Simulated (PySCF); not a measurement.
Gas-phase reaction: Ga₂H₆ + 2 NH₃ ⇌ 2 GaH₃.NH₃

Computed with PySCF and rigid-rotor harmonic-oscillator thermochemistry at 1 bar. † marks an energy on the PBE0/def2-TZVP geometry and frequencies; other levels use their own. MP2 and CCSD(T) freeze the core. 6-31G* has spherical d functions here. All species are closed-shell singlets. B3LYP is the form with VWN-RPA correlation. Ga: all electrons, no relativistic terms. Adducts (GaH₃.NH₃) have no counterpoise correction, and HF, PBE, BLYP, B3LYP and PBE0 lack dispersion. Ga₂H₆, GaH₃.NH₃: computed as isolated molecules; such fragments, hydroxides, amides, oligomers or adducts are transient or little studied in the gas. MP2 isn't extrapolated to the basis-set limit; its ΔH°(298 K) is -118.2 kJ in def2-SVP and -73.0 kJ in def2-TZVPP. CCSD(T) isn't extrapolated to the basis-set limit; its ΔH°(298 K) is -112.4 kJ in def2-SVP and -71.0 kJ in def2-TZVPP. The harmonic model lacks anharmonicity and excited electronic states, which grow with temperature; levels with a mode under 35 cm⁻¹ are left out. Soft modes under 120 cm⁻¹ make the harmonic entropy rough for GaH₃.NH₃.

```json
[
 {"level": "B3LYP/6-31G*", "ΔE electronic, kJ": "-122", "ΔH°(298 K), kJ": "-111", "ΔS°(298 K), J/K": "-116", "ΔG°(600 K), kJ": "-42"},
 {"level": "BLYP/def2-TZVP†", "ΔE electronic, kJ": "-66", "ΔH°(298 K), kJ": "-56", "ΔS°(298 K), J/K": "-114", "ΔG°(600 K), kJ": "12"},
 {"level": "CCSD(T)/def2-SVP†", "ΔE electronic, kJ": "-122", "ΔH°(298 K), kJ": "-112", "ΔS°(298 K), J/K": "-114", "ΔG°(600 K), kJ": "-45"},
 {"level": "HF/6-31G*", "ΔE electronic, kJ": "-126", "ΔH°(298 K), kJ": "-114", "ΔS°(298 K), J/K": "-113", "ΔG°(600 K), kJ": "-47"},
 {"level": "HF/def2-TZVP†", "ΔE electronic, kJ": "-92", "ΔH°(298 K), kJ": "-83", "ΔS°(298 K), J/K": "-114", "ΔG°(600 K), kJ": "-15"},
 {"level": "M06-2X/def2-TZVP†", "ΔE electronic, kJ": "-84", "ΔH°(298 K), kJ": "-74", "ΔS°(298 K), J/K": "-114", "ΔG°(600 K), kJ": "-6"},
 {"level": "MP2/def2-SVP†", "ΔE electronic, kJ": "-128", "ΔH°(298 K), kJ": "-118", "ΔS°(298 K), J/K": "-114", "ΔG°(600 K), kJ": "-50"},
 {"level": "PBE/def2-TZVP†", "ΔE electronic, kJ": "-69", "ΔH°(298 K), kJ": "-59", "ΔS°(298 K), J/K": "-114", "ΔG°(600 K), kJ": "9"},
 {"level": "PBE0/def2-QZVP†", "ΔE electronic, kJ": "-70", "ΔH°(298 K), kJ": "-60", "ΔS°(298 K), J/K": "-114", "ΔG°(600 K), kJ": "8"},
 {"level": "PBE0/def2-SVP†", "ΔE electronic, kJ": "-116", "ΔH°(298 K), kJ": "-106", "ΔS°(298 K), J/K": "-114", "ΔG°(600 K), kJ": "-38"},
 {"level": "r2SCAN/def2-TZVP†", "ΔE electronic, kJ": "-79", "ΔH°(298 K), kJ": "-69", "ΔS°(298 K), J/K": "-114", "ΔG°(600 K), kJ": "-1"}
]
```
ΔH° is lowest at MP2/def2-SVP† and highest at BLYP/def2-TZVP†. No reference value is set beside these.
